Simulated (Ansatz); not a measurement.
F4Sn (SMILES [F][Sn]([F])([F])[F]) moved off its minimum; all values from Ansatz (a first-principles code), cores frozen in correlated methods. Elements past Kr take the def2 small-core potentials, without spin–orbit coupling.
(charge 0, multiplicity 1)
```xyz
5

F     -0.9627    -1.6372    -0.7321
Sn     0.0763     0.0714     0.0139
F     -1.1366     1.5175     0.0442
F      0.5511    -0.3361     1.7552
F      1.5081     0.3375    -1.1034
```

Forces at PBE/def2-TZVPP (eV/Å):

| atom | Fx | Fy | Fz |
|---|---|---|---|
| F1 | 1.474 | 2.443 | 1.034 |
| Sn2 | -3.331 | -2.966 | -1.267 |
| F3 | -0.199 | 0.398 | -0.039 |
| F4 | 0.498 | -0.261 | 1.403 |
| F5 | 1.559 | 0.386 | -1.131 |

Problem. Give the forces (eV/Å), the total energy and the dipole at CCSD(T)/def2-TZVPPD.

Solution. 
```tsv
atom	Fx	Fy	Fz
F1	1.801	2.997	1.272
Sn2	-3.467	-3.070	-1.271
F3	0.212	-0.098	-0.068
F4	0.357	-0.135	0.835
F5	1.098	0.305	-0.768
```
Energy -612.5354 hartree, dipole 1.77 D.
